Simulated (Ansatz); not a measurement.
Born–Oppenheimer molecular dynamics of FGaH$_{6}$Si (9 atoms, charge 0, multiplicity 1). It starts at the highest image of a converged band. Of that band: Neighbouring images differ by up to 1.4 eV, so the band resolves the path poorly. A vibrational analysis at the climbing image gives one clearly imaginary mode, 823i cm⁻¹: a first-order saddle point.

Method: Ansatz, RHF/def2-SVP.

| Item | Value |
| --- | --- |
| ensemble | NVE (velocity Verlet) |
| time step | 0.5 fs |
| steps asked | 200 |
| starting velocities drawn for | 100 K |
| seed | 12041 |

First frame:

```xyz
9
Properties=species:S:1:pos:R:3
Ga -1.184 -0.165 -0.964
F 0.495 0.503 -1.579
H -1.395 -1.607 -1.546
H -2.229 1.006 -0.981
H 1.200 0.459 -0.404
Si 0.219 -0.181 1.177
H 1.613 0.411 0.365
H 0.983 -1.323 1.737
H 0.299 0.897 2.193
```

(1) How far do the bonds stretch over the last three quarters of this one trajectory? (Pairs bonded in most of those frames.)

## Answers

(1) 
| bond | mean (Å) | spread (Å) | shortest | longest |
| --- | --- | --- | --- | --- |
| Ga1–F2 | 1.804 | 0.028 | 1.76 | 1.87 |
| Ga1–H3 | 1.574 | 0.031 | 1.53 | 1.62 |
| Ga1–H4 | 1.573 | 0.029 | 1.53 | 1.62 |
| Ga1–Si6 | 2.700 | 0.114 | 2.55 | 2.89 |
| H5–H7 | 0.769 | 0.014 | 0.75 | 0.81 |
| Si6–H8 | 1.490 | 0.023 | 1.45 | 1.52 |
| Si6–H9 | 1.491 | 0.015 | 1.46 | 1.51 |

Mean temperature of the second half: 128 K. The conserved energy stayed within 0.059 meV per atom of its start (net change 0.034 meV per atom), so the integration is sound. A run of 0.1 ps of so small a system gives no equilibrium averages. The orbitals stay closed-shell, which can raise the energy where a bond breaks towards radicals; this wasn't checked here.

Run time: 3.1 min on 2 threads of AMD EPYC 7B13 (Zen 3), on a shared host, peak memory 0.2 GiB.
